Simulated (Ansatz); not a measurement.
Consider the cleavage of the B–Al bond: `[BH2][AlH][O]C` + `BNCC` → `BN(B)CC` + `C[O][AlH2]`.

Isolated molecules relaxed with PBE0-D4/def2-TZVP in Ansatz; ΔE leaves out vibrations. CBS: MP2 limit from def2 TZ/QZ plus the TZ coupled-cluster correction, frozen cores. Functionals use def2-TZVPP. B3LYP here is the variant with VWN-RPA as its local correlation; programs differ in this. HSE06 is defined as in plane-wave codes. Each species was taken in one conformer, which may not be the lowest.

`[BH2][AlH][O]C`:

```xyz
10

B    -1.135    1.782   -0.115
Al    0.835    0.988   -0.264
O     1.112   -0.669   -0.050
C     0.296   -1.766    0.228
H    -1.596    2.192    0.914
H    -1.871    1.882   -1.058
H     2.137    1.841   -0.572
H     0.380   -2.512   -0.570
H     0.607   -2.242    1.164
H    -0.765   -1.497    0.324
```

`BNCC`:

Z-matrix (Å, degrees):
```
C
N 1 1.448
C 1 1.517 2 112.7
H 1 1.092 2 107.3 3 -121.6
H 1 1.097 2 109.8 3 122.5
B 2 1.383 1 127.1 3 117.0
H 2 1.009 1 113.6 3 -61.7
H 3 1.094 1 111.1 2 59.7
H 3 1.092 1 110.7 2 -60.3
H 3 1.093 1 110.7 2 179.3
H 6 1.197 2 118.9 1 -179.2
H 6 1.199 2 118.9 1 0.9
```

`BN(B)CC`:

Z-matrix (Å, degrees):
```
C
C 1 1.515
N 1 1.468 2 111.8
H 1 1.092 2 110.1 3 -120.8
H 1 1.092 2 110.1 3 120.8
H 2 1.092 1 110.8 3 180.0
H 2 1.093 1 110.7 3 -59.9
H 2 1.093 1 110.7 3 59.9
B 3 1.418 1 119.5 2 -89.6
B 3 1.418 1 119.5 2 89.0
H 9 1.199 3 119.1 1 -1.6
H 9 1.193 3 119.2 1 178.6
H 10 1.199 3 119.1 1 1.7
H 10 1.193 3 119.2 1 -178.6
```

`C[O][AlH2]`:

Z-matrix (Å, degrees):
```
C
O 1 1.397
H 1 1.098 2 112.6
H 1 1.095 2 110.1 3 120.6
H 1 1.095 2 110.1 3 -120.6
Al 2 1.686 1 134.1 3 0.5
H 6 1.585 2 118.7 1 -0.0
H 6 1.577 2 116.3 1 -180.0
```

```json
{"level": "B3LYP-D4", "ΔE (kcal/mol)": "-32.1", "difference from CCSD(T)/CBS": "0.0"}
{"level": "r2SCAN0-D4", "ΔE (kcal/mol)": "-32.0", "difference from CCSD(T)/CBS": "0.1"}
{"level": "BHLYP-D4", "ΔE (kcal/mol)": "-32.9", "difference from CCSD(T)/CBS": "-0.8"}
{"level": "ωB97X-V", "ΔE (kcal/mol)": "-31.5", "difference from CCSD(T)/CBS": "0.6"}
{"level": "ωB97M-V", "ΔE (kcal/mol)": "-32.9", "difference from CCSD(T)/CBS": "-0.8"}
{"level": "PBE-QIDH", "ΔE (kcal/mol)": "-32.1", "difference from CCSD(T)/CBS": "0.0"}
{"level": "revPBE", "ΔE (kcal/mol)": "-27.3", "difference from CCSD(T)/CBS": "4.8"}
{"level": "r2SCAN", "ΔE (kcal/mol)": "-31.3", "difference from CCSD(T)/CBS": "0.8"}
{"level": "HSE06", "ΔE (kcal/mol)": "-29.7", "difference from CCSD(T)/CBS": "2.4"}
{"level": "CAM-B3LYP", "ΔE (kcal/mol)": "-32.2", "difference from CCSD(T)/CBS": "-0.1"}
{"level": "LC-ωPBE", "ΔE (kcal/mol)": "-30.1", "difference from CCSD(T)/CBS": "2.0"}
{"level": "RPA@PBE/def2-TZVPP", "ΔE (kcal/mol)": "-31.7", "difference from CCSD(T)/CBS": "0.4"}
{"level": "MP2/def2-SVP", "ΔE (kcal/mol)": "-35.6", "difference from CCSD(T)/CBS": "-3.5"}
{"level": "CCSD/def2-SVP", "ΔE (kcal/mol)": "-32.7", "difference from CCSD(T)/CBS": "-0.6"}
{"level": "CCSD(T)/def2-TZVPP", "ΔE (kcal/mol)": "-32.1", "difference from CCSD(T)/CBS": "0.0"}
{"level": "HF/def2-QZVPP", "ΔE (kcal/mol)": "-32.4", "difference from CCSD(T)/CBS": "-0.3"}
{"level": "CCSD(T)/CBS", "ΔE (kcal/mol)": "-32.1", "difference from CCSD(T)/CBS": "0"}
```

Largest T1 diagnostic among the species: 0.012.

From PBE to PBE0 (25 % exact exchange), in def2-TZVPP and without D4, ΔE moves by −0.8 kcal/mol. At CCSD(T), def2-SVP lies −1.1 kcal/mol from the extrapolated value and def2-TZVPP −0.0 kcal/mol. Leaving LDA and LC-ωPBE aside and taking each functional with its dispersion term where it has one, the values, not all of them listed here, spread over 4.0 kcal/mol, from B97M-V to PBE-D4. LDA lies −3.5 kcal/mol from PBE without D4.
